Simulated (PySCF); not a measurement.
Relaxation of quartet PdS₂⁺

Method: UPBE in PySCF with Pd def2-SVP with ECP28, S def2-SVP; scalar-relativistic core potentials, no spin–orbit coupling; density-fitted integrals. A (50,194) grid was used.

A start displaced from a saddle point along its imaginary mode, of C2v symmetry, held to at least that symmetry:

Coordinates in bohr (charge 1 multiplicity 4):
```
Pd    0.0608   -0.2787    0.0000
S    -0.1007    0.4616    4.1785
S    -0.1007    0.4616   -4.1785
```

Problem. What forces act on the atoms at the start (eV/Å)?

Solution. 
```json
{"atom": "Pd1", "Fx": "0.08", "Fy": "-0.30", "Fz": "0.00"}
{"atom": "S2", "Fx": "-0.04", "Fy": "0.15", "Fz": "-0.70"}
{"atom": "S3", "Fx": "-0.04", "Fy": "0.15", "Fz": "0.70"}
```

Problem. What does it relax to?

Solution. It ends at C2v with Pd–S 2.154 Å (×2); S–Pd–S 105.9° (after a last refinement on a finer grid). The frequency run here used a shortcut that can spoil soft modes, so no verdict on minimum or saddle point is given. Other isomers or separated fragments may lie lower.

Problem. How much energy is released, and in how many steps?

Solution. 80.2 kJ/mol in 9 steps.

Other spin states or occupations of the open shell can lie lower. At this level a doublet minimum of C2v symmetry lies 195 kJ/mol below this structure.

The relaxation took roughly 50 core-seconds on a shared host.
